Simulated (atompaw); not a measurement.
## PBEsol PAW (atompaw) dataset for Al (Z = 13), scalar-relativistic all-electron reference.

```
Element                 : aluminium
Generator               : atompaw 4.2.0.5
Type                    : PAW
Functional              : PBEsol
Relativity              : scalar-relativistic
Frozen core             : [Ne]
Valence charge          : 3
Reference configuration : 3s2 3p0 (charge +1)
Partial waves           : 3s (bound): rc 2.70 bohr; 3s channel at -0.35 Ry: rc 2.70 bohr; 3p (bound, empty): rc 2.70 bohr; 3p channel at 0.2 Ry: rc 2.70 bohr
Local potential         : troulliermartins scheme with l = 2 at 0 Ry, radius 2.70 bohr
Core correction         : smooth core density matched at 2.55 bohr
Augmentation charge     : besselshape compensation charge, radius 2.40 bohr; PAW radius 2.70 bohr; waves and projectors: custom polynom2 7 10 vanderbiltortho
```

- Cutoffs needed: 8 Ry and 18 Ry (the cutoffs (Ry, on a coarse ladder) from which the occupation-weighted sum of valence levels, in a spherical-Bessel basis at the reference potential, stays within 10 and 1 mRy of its value at 400 Ry)
- Ghost test: no extra level below or beside the all-electron valence levels (s, p, d, f tested) (spherical-Bessel basis up to 400 Ry, 20 bohr box)
- Lowest eigenvalue of the overlap operator: 0.86 (s channel)
- Overlap eigenvalues printed by atompaw (projector basis): 0.0646, 0.218, 160, 946
- Share of each valence orbital outside the PAW sphere: 3s 31 %, 3p 51 %
